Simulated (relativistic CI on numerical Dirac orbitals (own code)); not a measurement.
**Hyperfine structure of Ag²⁺, mass number 107**

Computed by Dirac-Coulomb-Breit CI, orbitals from a KLI potential per configuration, model QED, valence Slater integrals scaled by 0.85, P86 correlation energy added to each configuration (own radial code, finite nucleus).

Configuration list (outside the closed core [Ar] 3d10 4s2): 4p6 4d9, 4p6 4d8 5s, 4p6 4d8 5p, 4p6 4d8 4f, 4p6 4d7 5s2, 4p6 4d8 5d, 4p6 4d8 6s, 4p6 4d8 6p, 4p6 4d7 4f2, 4p6 4d7 5s 5p, 4p6 4d8 6d, 4p6 4d8 5f, 4p6 4d8 5g, 4p6 4d8 6f, 4p5 4d10, 4p6 4d7 5s 6s. Levels of other configurations are missing.

Nuclear spin I = 1/2, μ = -0.11352 μN (tables of Stone and Pyykkö). The electronic factors are computed for point nuclear moments, without core polarisation; leaving it out makes A of s and p electrons in near-neutral atoms 20 to 40 % too small, and it can dominate for d and f shells.

```tsv
Level	E (cm⁻¹)	A (MHz)
4p6 4d9 2D_5/2	0.0	-134.3
4p6 4d9 2D_3/2	4363.6	-323.1
4p6 4d8 5s 4F_9/2	66319.6	-501.6
4p6 4d8 5s 4F_7/2	68812.1	-209.7
4p6 4d8 5s 4F_5/2	71060.6	-117.1
4p6 4d8 5s 4F_3/2	72282.8	353.2
4p6 4d8 5s 2F_7/2	75371.7	-231.3
4p6 4d8 5s 2F_5/2	77889.5	-561
```

Levels with J = 0, under 50 % of one LS term, or S terms without an open s electron are left out. Small factors come from cancelling terms and can be off by tens of per cent or more.

For a near-neutral ion this model can misplace configurations by up to about 10,000 cm⁻¹ (more where the count of f electrons changes) and terms by 10 to 25 % of their spread. Rates follow the energies as ν³ (E1, M1) or ν⁵ (E2), so they and the lifetimes can be off by large factors. The fine structure of a lone outer electron comes out too small, for d and f at times inverted, and misplaced configurations move strength between like terms. 10 of the 13 excited levels that our extract of the measured tables holds in this range could be paired (the sources list more); they are missed by 3090 cm⁻¹ on average and 4082 at most, and levels without a partner can miss by more.

(1) Give the hyperfine levels of 4p6 4d9 2D_5/2 relative to its centre of gravity.

Answers

(1) With K = F(F + 1) − I(I + 1) − J(J + 1), E = AK/2: F = 2: 235, F = 3: -167.8 MHz.

LS names give the leading component of a level, which can be under half, so a name can repeat, a term be missing and a line seem to break the LS rules.
